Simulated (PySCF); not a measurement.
Where the electron goes

Compound: C₄H₉FO₂S.
Z-matrix (Å and degrees, GFN2-xTB geometry), rows numbered from 1:
```
C 
C   1  1.5086
C   2  1.5075  1  115.63
F   2  1.3819  1  110.30  3  -126.11
S   2  1.8669  1  108.87  3   120.79
C   5  1.8164  2  105.09  1    73.08
O   5  1.4387  2  107.39  1   -42.91
O   5  1.4344  2  108.77  1  -170.99
H   1  1.0878  2  110.18  3   165.75
H   1  1.0886  2  111.07  3    45.42
H   1  1.0871  2  108.27  3   -74.91
H   3  1.0886  2  110.82  1   -65.02
H   3  1.0863  2  108.81  1    55.85
H   3  1.0880  2  109.07  1   174.42
H   6  1.0827  5  106.88  2   173.53
H   6  1.0814  5  108.55  2   -67.00
H   6  1.0820  5  107.74  2    54.49
```

Level of theory: PySCF 2.14.0, density-fitted response routines, TDDFT B3LYP/def2-SVPD, vertical, gas phase, core orbitals frozen in the response.

Kohn–Sham orbitals with the atoms that hold most of them (Löwdin shares over 4%, at most four atoms; ? is withheld):

```json
{"orbital": "HOMO-3", "ε (eV)": "-9.34", "atoms": "O7 35%, O8 33%, S5 15%, C6 7%"}
{"orbital": "HOMO-2", "ε (eV)": "-9.09", "atoms": "O8 44%, O7 36%, S5 10%"}
{"orbital": "HOMO-1", "ε (eV)": "-8.53", "atoms": "O7 44%, O8 42%, S5 6%"}
{"orbital": "HOMO", "ε (eV)": "?", "atoms": "?"}
{"orbital": "LUMO", "ε (eV)": "0.06", "atoms": "?"}
{"orbital": "LUMO+1", "ε (eV)": "0.32", "atoms": "S5 20%, C2 12%, C6 11%, H12 11%"}
{"orbital": "LUMO+2", "ε (eV)": "0.86", "atoms": "S5 29%, H13 9%, C3 9%, C6 8%"}
```

Question: Which atoms hold the LUMO, and with what shares?

Answer: S5 (bonded to 2 C and 2 O) 18%; C6 (bonded to S and 3 H) 12%; C1 (bonded to C and 3 H) 10%; H16 (bonded to C) 10%. By element: carbon 22% or more, sulfur 18%, hydrogen 10% or more.

Question: Give the leading atoms of the HOMO.

Answer: O7 (bonded to S) 24%; O8 (bonded to S) 22%; C2 (bonded to 2 C, F and S) 14%; S5 (bonded to 2 C and 2 O) 12%. By element: oxygen 46%, carbon 14% or more, sulfur 12%.

Question: What is the HOMO energy, and the HOMO–LUMO gap?

Answer: ε(HOMO) = -8.09 eV; the gap is 8.14 eV (0.2993 hartree).

Question: The HOMO–LUMO gap is 8.14 eV. Where does the response calculation put the lowest singlet, and from which orbitals?

Answer: S1 is at 7.34 eV (f = 0.050), 0.81 eV below the gap, made of HOMO→LUMO (99%). 

Question: Give energy, strength and leading configuration of S1, S2, S3 and S4, and follow the Löwdin shares of the leading atoms from the occupied to the empty orbital.

Answer: 
- S1 (7.34 eV, f 0.050), HOMO→LUMO (99%): O7 24% → at most 10%, O8 22% → at most 10%, S5 12% → 18%, C6 at most 13% → 12%
- S2 (7.42 eV, f 0.082), HOMO→LUMO+1 (85%): O7 24% → at most 12%, O8 22% → at most 12%, S5 12% → 20%, C2 14% → 12%
- S3 (7.72 eV, f 0.0005), HOMO-1→LUMO (82%): O7 44% → at most 10%, O8 42% → at most 10%, S5 6% → 18%, C6 at most 4% → 12%
- S4 (7.89 eV, f 0.014), HOMO-1→LUMO+1 (75%): O7 44% → at most 12%, O8 42% → at most 12%, S5 6% → 20%, C2 at most 4% → 12%

One conformer stands for the species.
